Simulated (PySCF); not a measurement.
C6H5NOSe2.
InChI=1S/C6H5NOSe2/c1-8-3-6-9-4-5(2-7)10-6/h3-4H,1H3/b6-3-

Torsions of this conformer, `[CH3:1][O:2]/[CH:3]=[C:4]1/[Se:5][CH:6]=[C:7]([C:8]#[N:9])[Se:10]1`: C1–O2–C3–C4 -174°.

The closed-shell ground state was solved at several levels (PySCF, density fitting, gas phase). The structure is a single PBE0-D3(BJ)/def2-SVP conformer in the gas phase; no vibrational or solvent corrections. Relativistic effects, spin–orbit coupling among them, are left out although an element past zinc is present.

```
           level  basis functions  HOMO (eV)  LUMO (eV)  gap (eV)  dipole (D)
 B3LYP/def2-SVPD              285      -5.45      -1.81      3.64        6.26
wB97X-D/pcSseg-1              243      -7.28       0.10      7.38        6.37
```

Task: What might PBE0/pcSseg-1 (243 basis functions) give for the same quantities?

Result: HOMO -5.59 eV, LUMO -1.59 eV, gap 4.00 eV, dipole 6.33 D.

Task: Over all these levels, which gives the widest orbital gap and which the narrowest?

Result: wB97X-D/pcSseg-1 (range-separated hybrid) has the widest, 7.38 eV, and B3LYP/def2-SVPD (global hybrid, 20 % exact exchange) the narrowest, 3.64 eV. Functional and basis both differ between the two, so the spread mixes both effects.

Task: How far do the dipole and the HOMO energy spread over the levels?

Result: The dipole runs from 6.26 to 6.37 D (mean 6.32 D) and the HOMO from -7.28 to -5.45 eV.
